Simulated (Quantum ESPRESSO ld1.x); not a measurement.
The run below uses ld1.x (Quantum ESPRESSO 7.5).

```
 &input
    atom='Er',
    iswitch=1,
    rel=1,
    dft='SLA-VWN',
    config='[Xe] 4f12',
    prefix='ld1',
    max_out_wfc=37,
    file_charge='ld1.rho',
 /
```

Output:

```
     Program LD1 v.7.5 starts

     --------------------------- All-electron run ----------------------------

     scalar relativistic calculation

     atomic number is 68.00
     dft =SLA-VWN   lsd =0 sic =0 latt =0  beta=0.20 tr2=1.0E-14
     Exchange-correlation= SLA-VWN
                           (   1   2   0   0   0   0   0)
     mesh =2105 r(mesh) = 100.73490 a.u. xmin = -8.00 dx = 0.00800
     1 Ry =  13.60569312 eV, c = 137.03599908

     n l     nl                  e(Ry)          e(Ha)          e(eV)
     1 0     1S 1( 2.00)     -4214.4079     -2107.2040    -57339.9412
     2 0     2S 1( 2.00)      -708.9639      -354.4820     -9645.9458
     2 1     2P 1( 6.00)      -627.4123      -313.7062     -8536.3795
     3 0     3S 1( 2.00)      -159.6243       -79.8122     -2171.7995
     3 1     3P 1( 6.00)      -134.8203       -67.4101     -1834.3232
     4 0     4S 1( 2.00)       -32.2891       -16.1446      -439.3162
     4 1     4P 1( 6.00)       -24.1286       -12.0643      -328.2858
     3 2     3D 1(10.00)      -103.7185       -51.8593     -1411.1621
     5 0     5S 1( 2.00)        -4.8954        -2.4477       -66.6047
     5 1     5P 1( 6.00)        -3.0155        -1.5078       -41.0284
     4 2     4D 1(10.00)       -13.1986        -6.5993      -179.5766
     4 3     4F 1(12.00)        -1.3054        -0.6527       -17.7606

     final scf error:  6.2E-15 reached in  26 iterations

     Etot =  -26154.898141 Ry,  -13077.449071 Ha, -355855.517771 eV

     Ekin =   28353.088898 Ry,   14176.544449 Ha,  385763.426631 eV
     Encl =  -64139.295091 Ry,  -32069.647546 Ha, -872659.566137 eV
     Eh   =   10169.470011 Ry,    5084.735006 Ha,  138362.688197 eV
     Exc  =    -538.161959 Ry,    -269.080979 Ha,   -7322.066462 eV

     normalization and overlap integrals

     s(1S/1S) =  1.000000  <r> =   0.0204  <r2> =    0.0006  r(max) =   0.0128
     s(1S/2S) = -0.026307
     s(1S/3S) = -0.011456
     s(1S/4S) = -0.005547
     s(1S/5S) = -0.002216
     s(2S/2S) =  1.000000  <r> =   0.0865  <r2> =    0.0088  r(max) =   0.0734
     s(2S/3S) = -0.007242
     s(2S/4S) = -0.003351
     s(2S/5S) = -0.001327
     s(2P/2P) =  1.000000  <r> =   0.0767  <r2> =    0.0072  r(max) =   0.0596
     s(2P/3P) = -0.005796
     s(2P/4P) = -0.002532
     s(2P/5P) = -0.000879
     s(3S/3S) =  1.000000  <r> =   0.2256  <r2> =    0.0581  r(max) =   0.2077
     s(3S/4S) = -0.002388
     s(3S/5S) = -0.000917
     s(3P/3P) =  1.000000  <r> =   0.2247  <r2> =    0.0585  r(max) =   0.2044
     s(3P/4P) = -0.002027
     s(3P/5P) = -0.000684
     s(4S/4S) =  1.000000  <r> =   0.5084  <r2> =    0.2920  r(max) =   0.4735
     s(4S/5S) = -0.000626
     s(4P/4P) =  1.000000  <r> =   0.5394  <r2> =    0.3313  r(max) =   0.4968
     s(4P/5P) = -0.000472
     s(3D/3D) =  1.000000  <r> =   0.2039  <r2> =    0.0488  r(max) =   0.1660
     s(3D/4D) = -0.001458
     s(5S/5S) =  1.000000  <r> =   1.2512  <r2> =    1.7645  r(max) =   1.1146
     s(5P/5P) =  1.000000  <r> =   1.4858  <r2> =    2.5125  r(max) =   1.2770
     s(4D/4D) =  1.000000  <r> =   0.5842  <r2> =    0.3965  r(max) =   0.5130
     s(4F/4F) =  1.000000  <r> =   0.8192  <r2> =    0.9149  r(max) =   0.5089

     ------------------------ End of All-electron run ------------------------
```

Run on one thread of a shared host, so times are rough (Intel(R) Xeon(R) Processor @ 2.60GHz): 0.53 s of CPU time, 1.3 s wall, 26 iterations on 2105 mesh points.
